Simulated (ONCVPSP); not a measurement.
**u(r) = r·R(r): atom against pseudo-atom (N)**

Columns: radius, all-electron u(r) and pseudo u(r) of the 2p shell (level -7.05 eV) of nitrogen in the configuration [He] 2s2 2p3; Wu-Cohen, scalar-relativistic, ONCV scheme, ONCVPSP 4.0.1.

```csv
r (bohr),all-electron,pseudo
0.078,0.0478,0.0226
0.155,0.1474,0.0855
0.232,0.2623,0.1804
0.310,0.3756,0.2960
0.388,0.4767,0.4170
0.465,0.5614,0.5292
0.542,0.6307,0.6248
0.620,0.6858,0.6996
0.698,0.7267,0.7513
0.775,0.7546,0.7818
0.852,0.7717,0.7960
0.930,0.7797,0.7982
1.008,0.7800,0.7921
1.085,0.7741,0.7811
1.162,0.7633,0.7667
1.240,0.7485,0.7498
1.318,0.7306,0.7310
1.395,0.7107,0.7108
1.472,0.6892,0.6892
1.550,0.6662,0.6662
1.628,0.6425,0.6425
1.705,0.6186,0.6186
1.782,0.5946,0.5946
1.860,0.5703,0.5703
1.938,0.5462,0.5462
2.015,0.5227,0.5227
```

**Question.** How many radial nodes do the two functions have?

**Answer.** The all-electron 2p function has n − l − 1 = 0; the pseudo-wave has 0.

**Question.** At about which radius was the pseudo-wave matched?

**Answer.** 1.55 bohr. The columns agree to 0.0005 from 1.32 bohr on; several derivatives are matched, so the curves merge somewhat inside the radius.

**Question.** Is the pseudo-wave norm-conserving?

**Answer.** Yes: the ONCV scheme keeps the norm inside the radius equal to the all-electron one, which fixes the energy derivative of the logarithmic derivative at the level.
